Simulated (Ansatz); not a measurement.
Start from `C#CC(=O)[SiH3]` and change one atom or group to get `O=C([SiH3])[SeH]`.

Ansatz, PBE0-D4/def2-TZVP geometries, multiplicity 1. Each molecule was computed in one conformer, which needn't be the lowest.

Scalar relativity is left out up to krypton.

| property | `C#CC(=O)[SiH3]` |
| --- | --- |
| HOMO energy (ωB97M-V/def2-TZVPP) / eV | -9.85 |
| size of the dipole moment (PBE/def2-TZVPP) / D | 2.66 |
| size of the dipole moment (B3LYP/def2-TZVPP) / D | 2.82 |
| HOMO energy (B3LYP/def2-TZVPP) / eV | -7.26 |
| LUMO energy (B3LYP/def2-TZVPP) / eV | -2.53 |
| LUMO energy (PBE0/def2-TZVPP) / eV | -2.33 |

What does the change do to each property? (Estimate.)

Ansatz gave: 
```
                                        property  `O=C([SiH3])[SeH]`  shift
           HOMO energy (ωB97M-V/def2-TZVPP) / eV               -9.35   0.50
  size of the dipole moment (PBE/def2-TZVPP) / D                2.36  -0.30
size of the dipole moment (B3LYP/def2-TZVPP) / D                2.57  -0.25
             HOMO energy (B3LYP/def2-TZVPP) / eV               -7.02   0.24
             LUMO energy (B3LYP/def2-TZVPP) / eV               -1.85   0.68
              LUMO energy (PBE0/def2-TZVPP) / eV               -1.65   0.68
```

With PBE0 the HOMO rises by 0.27 eV and the LUMO rises by 0.68 eV, so the gap widens by about 0.41 eV. PBE moves the HOMO by -0.02 eV and ωB97M-V by 0.50 eV. Dipoles are sizes alone; their direction can turn.

B3LYP here is the variant with VWN-RPA as its local correlation; programs differ in this.

Spin–orbit coupling is left out; it splits and shifts lone-pair levels of the heavy atoms by tenths of an eV.
